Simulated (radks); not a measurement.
Ionisation ladder of erbium, from Er22+ to Er43+. Each ion is in the ground configuration listed by NIST, and IE = E(next ion) - E(this ion). Calculated with a radial shooting solver on a logarithmic mesh with Libxc functionals: non-relativistic Kohn-Sham, LDA (Slater exchange, Perdew-Wang correlation), spin-unpolarised, spherical densities, point nucleus; relativity is left out, which matters for an element this heavy.

Er22+: configuration [Kr] 4d10; E (hartree) -12304.9964; IE, Delta-SCF (eV) 776.71; -e(HOMO) (eV) 755.49; HOMO 4d; <r> HOMO (bohr) 0.521; IE, NIST (eV) 770; kind theory; error (eV) +6.7
Er23+: configuration [Kr] 4d9; E (hartree) -12276.4529; IE, Delta-SCF (eV) 819.58; -e(HOMO) (eV) 798.04; HOMO 4d; <r> HOMO (bohr) 0.516; IE, NIST (eV) 810; kind theory; error (eV) +9.6
Er24+: configuration [Kr] 4d8; E (hartree) -12246.3340; IE, Delta-SCF (eV) 863.08; -e(HOMO) (eV) 841.22; HOMO 4d; <r> HOMO (bohr) 0.511; IE, NIST (eV) 853; kind theory; error (eV) +10.1
Er25+: configuration [Kr] 4d7; E (hartree) -12214.6165; IE, Delta-SCF (eV) 907.20; -e(HOMO) (eV) 885.04; HOMO 4d; <r> HOMO (bohr) 0.506; IE, NIST (eV) 899; kind theory; error (eV) +8.2
Er26+: configuration [Kr] 4d6; E (hartree) -12181.2775; IE, Delta-SCF (eV) 951.93; -e(HOMO) (eV) 929.46; HOMO 4d; <r> HOMO (bohr) 0.501; IE, NIST (eV) 943; kind theory; error (eV) +8.9
Er27+: configuration [Kr] 4d5; E (hartree) -12146.2947; IE, Delta-SCF (eV) 997.27; -e(HOMO) (eV) 974.50; HOMO 4d; <r> HOMO (bohr) 0.496; IE, NIST (eV) 989; kind theory; error (eV) +8.3
Er28+: configuration [Kr] 4d4; E (hartree) -12109.6457; IE, Delta-SCF (eV) 1043.2; -e(HOMO) (eV) 1020.1; HOMO 4d; <r> HOMO (bohr) 0.492; IE, NIST (eV) 1046; kind theory; error (eV) -2.8
Er29+: configuration [Kr] 4d3; E (hartree) -12071.3088; IE, Delta-SCF (eV) 1089.7; -e(HOMO) (eV) 1066.4; HOMO 4d; <r> HOMO (bohr) 0.487; IE, NIST (eV) 1092; kind theory; error (eV) -2.3
Er30+: configuration [Kr] 4d2; E (hartree) -12031.2625; IE, Delta-SCF (eV) 1136.8; -e(HOMO) (eV) 1113.2; HOMO 4d; <r> HOMO (bohr) 0.483; IE, NIST (eV) 1142; kind theory; error (eV) -5.2
Er31+: configuration [Kr] 4d1; E (hartree) -11989.4858; IE, Delta-SCF (eV) 1184.4; -e(HOMO) (eV) 1160.5; HOMO 4d; <r> HOMO (bohr) 0.479; IE, NIST (eV) 1188; kind theory; error (eV) -3.6
Er32+: configuration [Kr]; E (hartree) -11945.9581; IE, Delta-SCF (eV) 1361.9; -e(HOMO) (eV) 1338.2; HOMO 4p; <r> HOMO (bohr) 0.483; IE, NIST (eV) 1370; kind theory; error (eV) -8.1
Er33+: configuration [Ar] 3d10 4s2 4p5; E (hartree) -11895.9083; IE, Delta-SCF (eV) 1409.6; -e(HOMO) (eV) 1385.7; HOMO 4p; <r> HOMO (bohr) 0.480; IE, NIST (eV) 1416; kind theory; error (eV) -6.4
Er34+: configuration [Ar] 3d10 4s2 4p4; E (hartree) -11844.1071; IE, Delta-SCF (eV) 1457.6; -e(HOMO) (eV) 1433.5; HOMO 4p; <r> HOMO (bohr) 0.477; IE, NIST (eV) 1468; kind theory; error (eV) -10.4
Er35+: configuration [Ar] 3d10 4s2 4p3; E (hartree) -11790.5427; IE, Delta-SCF (eV) 1505.8; -e(HOMO) (eV) 1481.6; HOMO 4p; <r> HOMO (bohr) 0.474; IE, NIST (eV) 1516; kind theory; error (eV) -10.2
Er36+: configuration [Ar] 3d10 4s2 4p2; E (hartree) -11735.2052; IE, Delta-SCF (eV) 1554.3; -e(HOMO) (eV) 1530.0; HOMO 4p; <r> HOMO (bohr) 0.471; IE, NIST (eV) 1625; kind theory; error (eV) -70.7
Er37+: configuration [Ar] 3d10 4s2 4p1; E (hartree) -11678.0873; IE, Delta-SCF (eV) 1602.8; -e(HOMO) (eV) 1578.5; HOMO 4p; <r> HOMO (bohr) 0.468; IE, NIST (eV) 1678; kind theory; error (eV) -75.2
Er38+: configuration [Ar] 3d10 4s2; E (hartree) -11619.1860; IE, Delta-SCF (eV) 1723.4; -e(HOMO) (eV) 1699.5; HOMO 4s; <r> HOMO (bohr) 0.468; IE, NIST (eV) 1803; kind theory; error (eV) -79.6
Er39+: configuration [Ar] 3d10 4s1; E (hartree) -11555.8531; IE, Delta-SCF (eV) 1770.1; -e(HOMO) (eV) 1747.1; HOMO 4s; <r> HOMO (bohr) 0.465; IE, NIST (eV) 1858.5; kind semi-emp.; error (eV) -88.4
Er40+: configuration [Ar] 3d10; E (hartree) -11490.8049; IE, Delta-SCF (eV) 3173.3; -e(HOMO) (eV) 3116.7; HOMO 3d; <r> HOMO (bohr) 0.199; IE, NIST (eV) 3157; kind theory; error (eV) +16.3
Er41+: configuration [Ar] 3d9; E (hartree) -11374.1879; IE, Delta-SCF (eV) 3287.6; -e(HOMO) (eV) 3230.2; HOMO 3d; <r> HOMO (bohr) 0.197; IE, NIST (eV) 3265; kind theory; error (eV) +22.6
Er42+: configuration [Ar] 3d8; E (hartree) -11253.3710; IE, Delta-SCF (eV) 3403.3; -e(HOMO) (eV) 3345.2; HOMO 3d; <r> HOMO (bohr) 0.195; IE, NIST (eV) 3381; kind theory; error (eV) +22.3
Er43+: configuration [Ar] 3d7; E (hartree) -11128.3009; IE, Delta-SCF (eV) 3520.5; -e(HOMO) (eV) 3461.7; HOMO 3d; <r> HOMO (bohr) 0.194; IE, NIST (eV) 3505; kind theory; error (eV) +15.5

Reference values: NIST Atomic Spectra Database (exp. = measured, semi-emp. = semi-empirical, theory = theoretical value adopted there). The ionisation energy per charge of the ion left behind rises most, in proportion, at Er40+ ([Ar] 3d10), from 44.251 to 77.398 eV. Relativity is left out here, which matters for elements this heavy. Spin polarisation and multiplet splitting are left out, so open shells lie too high by an amount that depends on their filling.

Beside tabulated values, note that spin-unpolarised runs miss the spin-polarisation part of the exchange energy of open shells.
